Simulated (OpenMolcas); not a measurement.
**O5+: from CASSCF to CASPT2**

```
Program             : OpenMolcas
Basis               : ANO-R2 [4s4p2d1f]
Scalar Hamiltonian  : X2C, finite nucleus
Active space        : 1 electron in 4 orbitals (2s 2p)
State averaging     : 2S+1 = 2 even, 1 root; 2S+1 = 2 odd, 3 roots
Spin-orbit coupling : RASSI with atomic mean-field integrals over the reference wave functions, term energies averaged over their components
```

Methods on the same reference wave functions:
A. CASSCF
B. SS-CASPT2, IPEA 0.25 Eh, imaginary shift 0.1 Eh (closed shells correlated: 1s)

Energies in cm-1 above 2s 2S 1/2, the measured ground level; measured values from Moore, Selected Tables of Atomic Spectra, NSRDS-NBS 3, section 8.

```tsv
Level	A	B	Measured
2s 2S 1/2	0.0	0.0	0.0
2p 2P* 1/2	97007	96697	96375
2p 2P* 3/2	97512	97202	96908
```

Deviations, from unrounded energies. A percentage is the sum of absolute deviations over the sum of measured energies, with the sign that they share, or ± where signs differ.

```csv
Against measurement,Levels,A,B
mean absolute deviation (cm-1),2,620,310
other configurations (%),2,+0.6,+0.3
```

B lies closest to measurement on these levels. The largest miss of B in the table is 2p 2P* 1/2, by +320 cm-1. The ranking rests on the paired levels alone, and a cruder setting can come out closer through cancelling errors.

The lowest spin-free term lies below A's lowest term by 0.008 hartree in B.

With one active electron the reference holds no correlation, so core polarisation is missing (holds for A). With one active electron, CASPT2 adds the correlation within the correlated inactive shells and between them and that electron, and leaves the splitting within a term as the reference gives it (holds for B). Computed and measured levels are paired by configuration, term and J; levels that our copy of the source lacks, or whose pairing is in doubt (as where it misses far off the trend of its configuration), stay unpaired and out of the deviations. Levels of configurations outside the active space are missing.

* marks odd parity.
